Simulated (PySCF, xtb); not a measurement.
Ru(CO)3 (C3O3Ru), SMILES [O+]#[C-]->[Ru](<-[C-]#[O+])<-[C-]#[O+], multiplicity 1.

Harmonic wavenumbers (cm⁻¹) from GFN2-xTB in xtb at its own minimum, in rising order: 43, 55, 62, 187, 229, 249, 346, 401, 416, 481, 541, 577, 2033, 2052, 2132.

Task: What does PBE-D3(BJ)/def2-SVP in PySCF give at its own minimum? (Estimate from the structure and the level; the computed values follow.)

Result: 62, 87, 97, 321, 335, 413, 414, 470, 519, 560, 578, 620, 1988, 1998, 2077. Paired by order, the mean absolute difference is 70 cm⁻¹ and the zero-point energies are 14.0 and 15.1 kcal/mol.
